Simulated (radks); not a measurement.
Initial-state core-level shifts of neutral ruthenium when its valence configuration changes from [Kr] 4d7 5s1. Method: Dirac Kohn-Sham, PBE, spin-unpolarised, spherical densities, point nucleus; open shells fill j = l - 1/2 first; computed with a radial shooting solver on a logarithmic mesh with Libxc functionals. Shifts are changes of the shell-averaged eigenvalues in eV (positive: less bound).

[
 {"valence": "4d7 5p1", "2p": "-1.455", "3s": "-1.475", "3p": "-1.475", "3d": "-1.470"},
 {"valence": "4d6.5 5s1.5", "2p": "-1.714", "3s": "-1.700", "3p": "-1.700", "3d": "-1.708"},
 {"valence": "4d7.5 5s0.5", "2p": "+1.533", "3s": "+1.528", "3p": "+1.528", "3d": "+1.535"},
 {"valence": "4d6 5s1.5 5p0.5", "2p": "-4.334", "3s": "-4.304", "3p": "-4.304", "3d": "-4.321"},
 {"valence": "4d6.5 5s1 5p0.5", "2p": "-2.468", "3s": "-2.463", "3p": "-2.463", "3d": "-2.469"},
 {"valence": "4d5 5s1.5 5p1.5", "2p": "-9.816", "3s": "-9.714", "3p": "-9.715", "3d": "-9.756"},
 {"valence": "4d8", "2p": "+2.870", "3s": "+2.866", "3p": "+2.867", "3d": "+2.878"},
 {"valence": "4d6 5s2", "2p": "-3.593", "3s": "-3.555", "3p": "-3.556", "3d": "-3.574"},
 {"valence": "4d6.5 5s0.5 5p1", "2p": "-3.156", "3s": "-3.160", "3p": "-3.160", "3d": "-3.165"}
]
